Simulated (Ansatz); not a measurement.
Input and output for the cluster ZnF₂⁺ (the lowest doublet isomer of a short search).

```yaml
crystal:
  periodic: [false, false, false]
  atoms:
    - {symbol: Zn, position_ang: [0.000130, -0.000313, 0.000120]}
    - {symbol: F, position_ang: [-1.644010, -0.679957, 0.006294]}
    - {symbol: F, position_ang: [1.643879, 0.680271, -0.006414]}
basis:
  gaussian: {orbitals: STO-3G}
total_charge: 1
magnetization: {spin_polarized: true, initial_magnetization: 3}
hamiltonian: {xc: {name: B3LYP5}}
accuracy: high
scf: {omitted_lower_state_checks: [starts]}
```

```sh
$ ansatz run in.yaml --threads 2 --pin off --events-out ev --progress --plain --max-ram 4352MiB
```

Output, abridged:

```
Functional definition: B3LYP5
424 factors; integrals over basis functions are off by at most 2.2e-8 eV
mean field evaluation 1: about -52762.8269 eV, gradient 7.9e1 eV
mean field evaluation 2: about -52899.2493 eV, gradient 8.0e1 eV
mean field evaluation 4: about -53185.4373 eV, gradient 3.2e1 eV
mean field evaluation 8: about -53185.4372 eV, gradient 3.2e1 eV
mean field evaluation 16: about -53197.7012 eV, gradient 4.6e0 eV
mean field evaluation 32: about -53197.9760 eV, gradient 1.5e-6 eV
mean field -53197.97603217 eV, -1954.9895602988 hartree, gradient 7.4e-8 eV, S^2 3.755043; 0 other end points of the search recorded, 0 dependent functions left out
reference -53197.97605449 eV, -1954.9895611192 hartree; 25, 22 occupied and 3, 6 virtual orbitals, 424 factors
Total energy: -53197.97605449 eV, -1954.9895611192 hartree
Checks for a lower state left out: starts
```

It took 23 s on 2 threads of Arm Neoverse V2 on a shared host.
